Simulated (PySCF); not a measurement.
Q: Write Cartesian coordinates for InChI=1S/C5H12FSi/c1-5(6)4-7(2)3/h5H,4H2,1-3H3/q+1/t5-/m1/s1 as optimised with GFN2-xTB. (Charge +1.)

A: 
```
atom  x, y, z in Å
C1    -2.765   -0.434   -0.028
C2    -1.492    0.362   -0.204
F3    -0.938    0.644    1.060
C4    -0.391   -0.382   -0.981
Si5    1.224    0.004   -0.051
C6     2.051    1.667   -0.351
C7     1.802   -1.262    1.213
H8    -3.204   -0.641   -1.000
H9    -3.480    0.132    0.564
H10   -2.562   -1.373    0.480
H11   -1.693    1.345   -0.640
H12   -0.601   -1.456   -0.970
H13   -0.393   -0.072   -2.026
H14    1.774    2.101   -1.313
H15    3.138    1.591   -0.324
H16    1.761    2.380    0.422
H17    0.977   -1.581    1.852
H18    2.203   -2.154    0.732
H19    2.581   -0.861    1.860
```

Orientation and origin are arbitrary. Atoms count from 1 in this order. The C–C distances run from 1.511 Å (C1–C2, drawn single) to 1.539 Å (C2–C4, drawn single), a spread of 0.028 Å. Si5 (silicon bonded to 3 C) is planar (angles 124.6°, 118.3° and 116.9°, sum 359.8°, 0.05 Å off the plane of its three neighbours). Of the pairs four or more bonds apart, H10···H12 is among the closest relative to their van der Waals radii: 2.44 Å, 102 % of the sum of Bondi's values. The 3 C–Si bonds span 1.880 Å (Si5–C7, drawn single) to 1.903 Å (C4–Si5, drawn single), a spread of 0.023 Å.

Bonds between heavy atoms (Å): C1–C2 1.511, C2–F3 1.409, C2–C4 1.539, C4–Si5 1.903, Si5–C6 1.881, Si5–C7 1.880.

Computed geometry: GFN2-xTB, gas phase.

Point group: C1 (no symmetry element, even within 0.4 Å). Not checked by GFN2-xTB frequencies. Torsions: C1–C2–C4–Si5 -138°, C2–C4–Si5–C6 -79°.

One conformer stands for the species.
